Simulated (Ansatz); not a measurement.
Basis sets compared for the cluster SnO₄H₄ (the lowest singlet isomer of a short search). Charge 0, multiplicity 1. Geometry B3LYP-D4/def2-SVP. Ansatz on 4 threads of Arm Neoverse V1 on a shared host; times are rough, and most runs start from earlier orbitals.

```csv
atom,x (Å),y (Å),z (Å)
Sn1,1.0351,-0.0727,-0.1028
O2,-1.8826,0.7169,-0.5293
O3,0.4601,1.6712,-0.5181
O4,1.3999,-0.6381,1.7623
O5,-1.2698,-0.5805,-0.3172
H6,1.1255,0.0373,2.4010
H7,-1.5646,-1.0807,-1.0973
H8,1.7051,-1.3499,-1.0213
H9,-1.0088,1.2965,-0.5773
```

In the def2 sets Sn takes a core potential; there is no spin–orbit coupling. The structure holds one bond between oxygen atoms, so isomers without such links may lie far lower. The structure comes from a short search, and lower isomers may exist.

Binding counts from free atoms (Sn triplet, O triplet, H doublet) in the same basis, without a counterpoise term.

```csv
level,functions,energy (Eh),HOMO (eV),LUMO (eV),binding per atom (eV),wall time
PBE-D4/def2-SVP,102,-516.9372,-5.77,-2.38,3.14,0.8 s
PBE-D4/def2-TZVP,198,-517.3363,-6.09,-2.67,3.17,1.6 s
r2SCAN-D4/def2-TZVP,198,-517.5709,-6.42,-2.45,3.04,3.1 s
PBE0-D4/def2-SVP,102,-516.9213,-7.41,-1.52,2.92,1.1 s
PBE0-D4/def2-TZVP,198,-517.3170,-7.66,-1.79,2.96,2.4 s
```

(1) Estimate the rows for PBE-D4/def2-TZVPD, r2SCAN-D4/def2-TZVPD, PBE0-D4/def2-TZVPD.

Results:

(1) 
| level | functions | energy (Eh) | HOMO (eV) | LUMO (eV) | binding per atom (eV) | wall time |
| --- | --- | --- | --- | --- | --- | --- |
| PBE-D4/def2-TZVPD | 252 | -517.3420 | -6.18 | -2.78 | 3.18 | 2.6 s |
| r2SCAN-D4/def2-TZVPD | 252 | -517.5756 | -6.47 | -2.52 | 3.05 | 4.5 s |
| PBE0-D4/def2-TZVPD | 252 | -517.3218 | -7.72 | -1.89 | 2.97 | 3.7 s |
